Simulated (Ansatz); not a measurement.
```xyz
11

C     1.1637   -0.2421   -1.6481
N     0.3886    0.5551   -1.0563
C     0.3844    0.5720    0.3756
Ge   -1.3223   -0.1787    1.0277
H     1.1583   -0.2811   -2.7361
H     1.8584   -0.9102   -1.1193
H     0.4214    1.6071    0.7252
H     1.2187    0.0158    0.8297
H    -1.4308   -1.6408    0.5636
H    -2.5018    0.6305    0.4713
H    -1.3386   -0.1275    2.5665
```

Charge 0, multiplicity 1.

Task: List the r2SCAN/def2-TZVPP orbital energies in eV (Ansatz 0.2.0). (An estimate is asked.)

Result: Ansatz gave: Occupied: -10834.04, -1349.16, -1199.21, -1199.20, -1199.20, -385.57, -274.05, -273.88, -167.34, -117.03, -117.02, -117.01, -30.32, -30.32, -30.32, -30.25, -30.25, -24.38, -18.56, -15.17, -13.86, -12.23, -11.98, -10.39, -9.29, -8.54, -8.42, -7.05, -6.28. Lowest empty: -1.35, 0.58, 1.01, 1.39, 1.49, 2.03, 2.81, 2.99.
